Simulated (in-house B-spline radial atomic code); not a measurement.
Whole-atom quantities along the 39-electron series, configuration 1s2 2s2 2p6 3s2 3p6 3d10 4s2 4p6 4d3/2(3). Breit and QED terms are first order and not part of the total energy; the density at the nucleus is averaged over the nuclear charge. Computed with a radial B-spline atomic code at the basis-set limit: Dirac-Hartree-Fock, jj configuration that fills j = l - 1/2 first, finite nuclei.

```csv
ion,Z,E/Z² (Eh),Σ<r²> (bohr²),n(0)/Z³ (bohr⁻³),Lamb diamagnetic shielding (ppm),repulsion over attraction,Breit energy (eV),self-energy (eV),vacuum polarisation (eV)
Sb12+,51,-2.4732,10.182,1.5096,5312.16,0.13353,127.55,97.504,-12.627
Te13+,52,-2.4911,9.4558,1.5515,5448.84,0.13147,136.29,104.47,-13.731
I14+,53,-2.5086,8.8088,1.5981,5586.36,0.12944,145.44,111.8,-14.914
Xe15+,54,?,?,?,?,?,?,?,?
Cs16+,55,-2.5427,7.7074,1.6956,5864.05,0.1255,165.02,127.61,-17.53
Ba17+,56,-2.5593,7.2354,1.7472,6004.29,0.12358,175.47,136.13,-18.974
La18+,57,-2.5757,6.8068,1.8022,6145.51,0.12171,186.38,145.08,-20.517
Ce19+,58,?,?,?,?,?,?,?,?
Pr20+,59,-2.6075,6.0589,1.92,6431.05,0.11807,209.61,164.32,-23.917
Nd21+,60,-2.6231,5.7311,1.9829,6575.45,0.11631,221.95,174.65,-25.788
Pm22+,61,?,?,?,?,?,?,?,?
Sm23+,62,-2.6536,5.1515,2.1049,6867.65,0.11289,248.17,196.83,-29.898
Eu24+,63,-2.6685,4.8943,2.1754,7015.59,0.11124,262.07,208.71,-32.158
Gd25+,64,-2.6833,4.656,2.2475,7164.79,0.10961,276.5,221.15,-34.561
Tb26+,65,-2.6979,4.4346,2.3398,7315.38,0.10802,291.5,234.18,-37.129
Dy27+,66,-2.7124,4.2286,2.4048,7467.21,0.10646,307.07,247.8,-39.839
Ho28+,67,-2.7267,4.0364,2.4961,7620.55,0.10494,323.22,262.05,-42.737
Er29+,68,-2.7408,3.857,2.5825,7775.32,0.10344,339.96,276.95,-45.81
Tm30+,69,-2.7549,3.6891,2.6843,7931.67,0.10197,357.33,292.54,-49.086
Yb31+,70,-2.7688,3.5317,2.7738,8089.53,0.10053,375.31,308.82,-52.553
Lu32+,71,-2.7827,3.384,2.8715,8249.04,0.099123,393.94,325.84,-56.239
Hf33+,72,-2.7964,3.2452,2.9886,8410.33,0.097738,413.24,343.63,-60.169
Ta34+,73,-2.8101,3.1145,3.1072,8573.38,0.096378,433.21,362.22,-64.339
W35+,74,-2.8237,2.9913,3.2298,8738.26,0.095044,453.87,381.64,-68.767
Re36+,75,-2.8373,2.8751,3.3614,8905.06,0.093733,475.24,401.92,-73.474
Os37+,76,-2.8508,2.7653,3.4909,9073.81,0.092447,497.33,423.11,-78.463
```

**Question.** Fill in the row of Xe15+.

**Answer.** E/Z² (Eh): -2.5258; Σ<r²> (bohr²): 8.2293; n(0)/Z³ (bohr⁻³): 1.6453; Lamb diamagnetic shielding (ppm): 5724.75; repulsion over attraction: 0.12745; Breit energy (eV): 155.01; self-energy (eV): 119.51; vacuum polarisation (eV): -16.178.

**Question.** Fill in the row of Ce19+.

**Answer.** E/Z² (Eh): -2.5917; Σ<r²> (bohr²): 6.4161; n(0)/Z³ (bohr⁻³): 1.8595; Lamb diamagnetic shielding (ppm): 6287.75; repulsion over attraction: 0.11987; Breit energy (eV): 197.75; self-energy (eV): 154.47; vacuum polarisation (eV): -22.162.

**Question.** Fill in the row of Pm22+.

**Answer.** E/Z² (Eh): -2.6384; Σ<r²> (bohr²): 5.4296; n(0)/Z³ (bohr⁻³): 2.046; Lamb diamagnetic shielding (ppm): 6720.97; repulsion over attraction: 0.11458; Breit energy (eV): 234.8; self-energy (eV): 185.48; vacuum polarisation (eV): -27.781.

**Question.** With what power of Z does the column «Breit energy (eV)» change over this range?

**Answer.** A fit of the logarithm of its size against log Z from Z = 51 to 76 has slope 3.41.
